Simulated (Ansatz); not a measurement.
Born–Oppenheimer molecular dynamics of ClF3H2SZr (8 atoms, charge 0, multiplicity 1). It starts at the highest image of a converged band, a first-order saddle point between two minima.

These are results of Ansatz, RKS PBE/def2-SVP, not measurements.

| Quantity | Value |
| --- | --- |
| ensemble | NVE (velocity Verlet) |
| time step | 0.5 fs |
| steps asked | 200 |
| starting velocities drawn for | 100 K |
| seed | 7328 |

First frame:

```xyz
8
Properties=species:S:1:pos:R:3
Zr -0.132 0.298 -0.027
Cl 0.058 1.042 2.267
F 1.431 -0.778 -0.147
F 0.140 1.931 -0.964
F -1.250 -0.649 -1.295
S -2.705 -0.337 1.207
H -2.958 -1.571 0.687
H -2.343 -0.807 2.432
```

Problem. How far do the bonds stretch over the last three quarters of this one trajectory? (Pairs bonded in most of those frames.)

Solution. 
| bond | mean (Å) | spread (Å) | shortest | longest |
| --- | --- | --- | --- | --- |
| Zr1–Cl2 | 2.432 | 0.014 | 2.40 | 2.45 |
| Zr1–F3 | 1.908 | 0.016 | 1.88 | 1.93 |
| Zr1–F4 | 1.909 | 0.021 | 1.87 | 1.93 |
| Zr1–F5 | 1.930 | 0.011 | 1.92 | 1.95 |
| Zr1–S6 | 2.939 | 0.013 | 2.92 | 2.95 |
| S6–H7 | 1.366 | 0.018 | 1.34 | 1.39 |
| S6–H8 | 1.363 | 0.031 | 1.32 | 1.41 |

Mean temperature of the second half: 55 K. The conserved energy stayed within 0.069 meV per atom of its start (net change 0.0066 meV per atom), so the integration is sound. A run of 0.1 ps of so small a system gives no equilibrium averages. The orbitals stay closed-shell, which can raise the energy where a bond breaks towards radicals; this wasn't checked here.

The run took 5.1 min on 4 threads of Arm Neoverse V1, with other jobs on the host, peak memory 0.18 GiB.
